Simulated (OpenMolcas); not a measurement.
**B⁺: effect of the IPEA shift**

```json
{"Program": "OpenMolcas 26.06", "Basis": "ANO-RCC-VTZP [4s3p2d1f]", "Scalar Hamiltonian": "DKH2, point nucleus", "Active space": "2 electrons in 4 orbitals (2s 2p)", "State averaging": "2S+1 = 3 even, 3 roots; 2S+1 = 1 even, 7 roots kept (CI in the orbitals of an earlier block); 2S+1 = 3 odd, 3 roots; 2S+1 = 1 odd, 3 roots kept (CI in the orbitals of an earlier block)", "Spin-orbit coupling": "state interaction with AMFI integrals over the reference wave functions, term energies averaged over their components"}
```

Methods on the same reference wave functions:
A. CASSCF
B. MS-CASPT2, IPEA 0 Eh, imaginary shift 0.1 Eh (closed shells correlated: 1s)
C. MS-CASPT2, IPEA 0.25 Eh, imaginary shift 0.1 Eh (closed shells correlated: 1s)

Energies in cm-1 above 2s2 1S0, the measured ground level; measured values from NIST Handbook of Basic Atomic Spectroscopic Data.

| Level | A | B | C | Measured |
| --- | --- | --- | --- | --- |
| 2s2 1S0 | 0.0 | 0.0 | 0.0 | 0.0 |
| 2s 2p 3P* 0 | 36119 | 37043 | 37009 | 37336 |
| 2s 2p 3P* 1 | 36126 | 37050 | 37017 | 37342 |
| 2s 2p 3P* 2 | 36141 | 37065 | 37032 | 37358 |
| 2s 2p 1P* 1 | 83451 | 74621 | 75286 | 73397 |
| 2p2 3P0 | 98823 | 98849 | 98912 | 98911 |
| 2p2 3P1 | 98830 | 98856 | 98920 | 98920 |
| 2p2 3P2 | 98845 | 98871 | 98934 | 98933 |
| 2p2 1D2 | 111209 | 103664 | 104442 | 102363 |
| 2p2 1S0 | 141422 | 130116 | 130811 | 127661 |

Deviations, from unrounded energies. A percentage is the sum of absolute deviations over the sum of measured energies, with the sign that they share, or ± where signs differ.

```csv
Against measurement,Levels,A,B,C
mean absolute deviation (cm-1),9,4100,670,900
other configurations (%),9,±5.1,±0.8,±1.1
```

B lies closest to measurement on these levels and A furthest from it. The largest miss of B in the table is 2p2 1S0, by +2500 cm-1. The ranking rests on the paired levels alone, and a cruder setting can come out closer through cancelling errors.

Between B and C the level of the table that moves most is 2p2 1D2, by 780 cm-1 (lowest in B, highest in C).

The lowest spin-free term lies below A's lowest term by 0.034 hartree in B, 0.034 hartree in C.

Terms from blocks run as CI alone lack orbitals of their own. Without dynamic correlation excited terms often stand tens of per cent too high (terms of higher spin than the ground term too low), and those without a measured partner can miss by more than the paired ones (holds for A). Computed and measured levels are paired by configuration, term and J; levels that our copy of the source lacks, or whose pairing is in doubt (as where it misses far off the trend of its configuration), stay unpaired and out of the deviations. Only configurations of the active space appear.

* marks odd parity.
